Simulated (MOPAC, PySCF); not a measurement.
C$_{2}$H$_{3}$NSi, SMILES `[SiH](C#N)=C`, neutral singlet in the gas phase. 

Cartesian coordinates (Å):
SMILES: C=[SiH]C#N
```xyz
7

C     -0.7421    -1.0556     0.3975
Si    -0.2754     0.5217    -0.0056
C      1.4265     0.8647    -0.5687
N      2.4951     1.1083    -0.9272
H     -1.7461    -1.2848     0.7340
H     -0.0533    -1.8889     0.3327
H     -1.1047     1.7346     0.0372
```
Charge 0, spin multiplicity 1.

All levels are single points at this geometry (PBE0-D3(BJ)/def2-TZVP); Pople sets use spherical d functions. Orbital energies aren't observables, and empty levels follow the basis.

| level | HOMO (eV) | LUMO (eV) | gap (eV) | dipole (D) | vertical IE, Delta-SCF (eV) |
|---|---|---|---|---|---|
| PBE0-D3(BJ)/def2-TZVP in PySCF | -7.29 | -2.30 | 4.99 | 3.12 | 9.27 |
| ωB97X-D3(BJ)/def2-TZVP in PySCF | -9.50 | -0.26 | 9.24 | 3.01 | 9.32 |
| B3LYP/LANL2DZ in PySCF | -7.20 | -2.29 | 4.91 | 3.41 | – |
| M06-2X/6-31G* in PySCF | -8.12 | -1.09 | 7.03 | 3.08 | – |
| AM1 in MOPAC | -9.53 | -0.87 | 8.65 | 2.76 | – |
| PM7 in MOPAC | -10.24 | -1.76 | 8.48 | 4.11 | – |
